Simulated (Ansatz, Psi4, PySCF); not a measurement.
BF, charge -1, doublet, geometry from GFN2-xTB (the spin is typed, not shown lowest) (in this run its highest filled SCF level lies above zero, so its values depend strongly on the basis, on diffuse functions most of all). Base run: CAMB3LYP/6-31G** (PySCF).

PySCF was given this input:
```python
from pyscf import gto, scf, dft

mol = gto.Mole()
mol.atom = '''
    B    -0.000000   -0.000000   -1.059676
    F     0.000000    0.000000    0.588709
'''
mol.basis = '6-31g**'
mol.charge = -1
mol.spin = 1
mol.verbose = 4
mol.build()

mf = dft.UKS(mol)
mf.xc = 'camb3lyp'
mf.kernel()
```

The same geometry, method and basis name were run in Ansatz (an electronic-structure program) and Psi4 and PySCF, at each program's defaults and at the settings that a row names. The base is PySCF at its defaults. Differences at the defaults can come from grids, fitting, cores and function types together.

| code and settings | ΔE vs base (µEh) | basis functions | E (Eh) | SCF cycles |
|---|---|---|---|---|
| PySCF, defaults (exact integrals, its default grid, spherical functions) | 0.0 | 28 | -124.51350 | 10 |
| Psi4, defaults (density fitting with its default set, its default grid, Cartesian functions) | -1832 | 30 | -124.51533 | 9 |
| Ansatz, defaults (factorised integrals, its default grid, Cartesian functions) | -1819 | 30 | -124.51532 | - |
| PySCF, density fitting with def2-universal-jkfit | -14.9 | 28 | -124.51351 | 10 |
| PySCF, fine grid | -4.2 | 28 | -124.51350 | 10 |
| Psi4, exact integrals, spherical functions, fine grid | -4.2 | 28 | -124.51350 | 12 |
| Ansatz, high accuracy, Cartesian functions as the basis file defines them | -1824 | 30 | -124.51532 | - |

Open shells are given as the SCF converged; they aren't shown to be the lowest states, and a large step between rows can be another state.
